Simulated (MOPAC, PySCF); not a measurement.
F3Ga, SMILES `[Ga]([F])([F])[F]`, neutral singlet in the gas phase. 

Cartesian coordinates (Å):
SMILES: [F][Ga]([F])[F]
```xyz
4

F     -1.1262    -1.3053     0.0125
Ga     0.0001    -0.0001    -0.0006
F      1.6937    -0.3224     0.0024
F     -0.5676     1.6278    -0.0143
```
Charge 0, multiplicity 1.

All levels are single points at this geometry (PBE0-D4/def2-TZVP); Pople sets use spherical d functions. Orbital energies aren't observables, and empty levels follow the basis.

```tsv
level	HOMO (eV)	LUMO (eV)	gap (eV)	dipole (D)	vertical IE, Delta-SCF (eV)
B3LYP-D3(BJ)/def2-TZVP in PySCF	-11.47	-2.78	8.68	0.01	14.30
PBE-D3(BJ)/def2-TZVP in PySCF	-9.66	-3.36	6.29	0.01	–
PBE0-D4/def2-TZVP in PySCF	-11.77	-2.34	9.42	0.01	14.36
B3LYP/3-21G in PySCF	-10.03	-2.15	7.87	0.01	–
M06-2X/6-31G* in PySCF	-13.47	-1.49	11.98	0.01	–
PM3 in MOPAC	-15.36	-3.53	11.83	0.01	–
```
